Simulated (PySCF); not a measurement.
## CoBr and its ions

PW91; Co def2-TZVPPD, Br def2-TZVPPD; no relativity (PySCF 2.14). Neutral (UKS): triplet (π ↑, δ ↑), Re = 2.211 Å, ωe = 312 cm⁻¹, HOMO -4.72 eV, LUMO -3.89 eV.

CoBr⁺ (UKS): quartet (σ ↑, π ↑, δ ↑), Re = 2.199 Å, ωe = 337 cm⁻¹. The energies at the minima are -3957.22701 hartree for CoBr and -3956.91471 for CoBr⁺.

(1) Work out the adiabatic ionisation energy, without and with harmonic zero-point energies (1 hartree = 27.2114 eV, 1 eV = 8065.5 cm⁻¹), and the change of the bond length.

CoBr⁻ (UKS): quartet (σ ↑, π ↑, δ ↑), Re = 2.376 Å, ωe = 213 cm⁻¹. The energies at the minima are -3957.22701 hartree for CoBr and -3957.27550 for CoBr⁻.

(2) Work out the adiabatic electron affinity, without and with harmonic zero-point energies (1 hartree = 27.2114 eV, 1 eV = 8065.5 cm⁻¹), and the change of the bond length.

De is left out where the level can put another filling of the metal’s s and d shells below the measured ground configuration, by anything from nothing to about 1 eV. Spin–orbit coupling is left out. The highest Kohn–Sham level is positive in this anion. Much of that is self-interaction error, but it also means that the finite basis helps to hold the extra electron. The state is the lowest single determinant that the PBE0 search found; with open d or f shells the true ground state can be another one.

Results:

(1) At PW91: 0.31230 hartree = 8.498 eV between the minima; the zero-point term (337.0 − 312.0)/2 cm⁻¹ = +0.002 eV makes it 8.500 eV. Re changes by -1.2 pm against the neutral. The electron leaves a σ orbital; in so polar a molecule the change of length follows mostly from the change of the ionic charges.

(2) At PW91: 0.04849 hartree = 1.319 eV between the minima; the zero-point term (312.0 − 213.0)/2 cm⁻¹ = +0.006 eV makes it 1.326 eV. Re changes by +16.5 pm against the neutral. The electron enters a σ orbital; in so polar a molecule the change of length follows mostly from the change of the ionic charges.
